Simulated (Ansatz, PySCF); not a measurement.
H6NSi2, SMILES [N]([SiH3])[SiH3], multiplicity 2. Atoms are numbered in the order given.

```xyz
9

Si     1.6159    -0.2019     0.0300
N      0.0737     0.4610    -0.4055
Si    -1.6169     0.2862    -0.0604
H      1.9927    -1.1188    -1.0907
H      2.6146     0.9026     0.1136
H      1.6463    -0.9749     1.3112
H     -1.9439    -0.4328     1.2108
H     -2.1855    -0.4880    -1.2075
H     -2.2484     1.6367    -0.0226
```
Charge 0, spin multiplicity 2.

Geometry: B3LYP-D3(BJ)/def2-SVP. The isomer is the one that the SMILES or the coordinates give; other isomers of the formula were not compared.

Two levels are set side by side: PBE-D3(BJ)/def2-SVP (Ansatz, a program for electronic structure) and B3LYP-D3(BJ)/def2-SVP (Ansatz). Each level has its own optimised geometry; the coordinates shown are those of the second. Frequencies come from the Hessian of PySCF at each geometry. Differences are taken from unrounded values.

| quantity | B3LYP-D3(BJ) |
|---|---|
| mean bond length (Å) | 1.555 |
| bond Si1–N2 (Å) | 1.734 |
| bond N2–Si3 (Å) | 1.734 |
| bond Si1–H4 (Å) | 1.496 |
| bond Si1–H5 (Å) | 1.491 |
| bond Si1–H6 (Å) | 1.497 |
| bond Si3–H7 (Å) | 1.497 |
| bond Si3–H8 (Å) | 1.496 |
| bond Si3–H9 (Å) | 1.491 |
| highest harmonic wavenumber (cm⁻¹) | 2220 |
| mean harmonic wavenumber (cm⁻¹) | 1109 |
| zero-point energy (kcal/mol) | 33.31 |

Problem. What does PBE-D3(BJ) give, and how far is it from B3LYP-D3(BJ)? (The exact figures need the calculation; the answer reports its results.)

Solution. 
| quantity | PBE-D3(BJ) | PBE-D3(BJ) minus B3LYP-D3(BJ) |
|---|---|---|
| mean bond length (Å) | 1.567 | 0.012 |
| bond Si1–N2 (Å) | 1.738 | 0.004 |
| bond N2–Si3 (Å) | 1.738 | 0.004 |
| bond Si1–H4 (Å) | 1.511 | 0.015 |
| bond Si1–H5 (Å) | 1.509 | 0.017 |
| bond Si1–H6 (Å) | 1.511 | 0.014 |
| bond Si3–H7 (Å) | 1.511 | 0.014 |
| bond Si3–H8 (Å) | 1.511 | 0.015 |
| bond Si3–H9 (Å) | 1.509 | 0.017 |
| highest harmonic wavenumber (cm⁻¹) | 2136 | -84 |
| mean harmonic wavenumber (cm⁻¹) | 1064 | -46 |
| zero-point energy (kcal/mol) | 31.93 | -1.38 |

GGA bonds tend to be longer and softer than those of functionals with exact exchange. Differences between two approximate levels are no errors against the true value.
